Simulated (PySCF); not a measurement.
# Working out the ionisation energy of Xe

Xe [Xe] (1S) → Xe⁺ [Kr] 4d10 5s2 5p5 (2P). All numbers are calculated (PySCF 2.14, scalar relativity through the core potential, in aug-cc-pVDZ-PP with ECP28MDF (5s4p3d, 32 functions)). Frozen: 4s2 4p6 4d10. Energies in hartree (1 hartree = 27.21139 eV):

```csv
part,Xe (lower),Xe⁺ (upper)
UHF,-328.291718,-327.865723
MP2 opposite-spin,-0.076580,-0.060435
MP2 same-spin,-0.029214,-0.020725
```

Question: What does Hartree-Fock give?

Answer: (-327.865723) − (-328.291718) = 0.425995 hartree = 11.592 eV.

Question: What do MP2 and SCS-MP2 (6/5 opposite-spin, 1/3 same-spin) give?

Answer: The opposite-spin parts differ by 0.439 eV and the same-spin parts by 0.231 eV. MP2: 11.592 + (0.439) + (0.231) = 12.262 eV. SCS-MP2: 11.592 + 1.2 × (0.439) + (0.231)/3 = 12.196 eV.

Measured between the centres of the two terms (NIST): 12.565 eV, so MP2 (valence) is off by -0.303 eV.

A double-zeta basis recovers only part of the correlation energy.

What remains against the reference includes basis incompleteness, the frozen core and correlation beyond second order.
